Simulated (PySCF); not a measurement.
Bonds broken one at a time in the series B I-H. Gas-phase values, no solvent. Strings in code marks are SMILES.

Calculation: PBE0-D3(BJ)/def2-TZVP run with PySCF. 

```
species                       dipole moment (D)
----------------------------  -----------------
whole molecule (`B(I)(I)I`)                0.00
radical fragment (`[B](I)I`)               0.61
radical fragment (`[I]`)                   0.00
whole molecule (`IBI`)                     0.13
radical fragment (`[BH]I`)                 0.52
whole molecule (`BI`)                      0.39
radical fragment (`[BH2]`)                 0.50
whole molecule (`B`)                       0.00
```
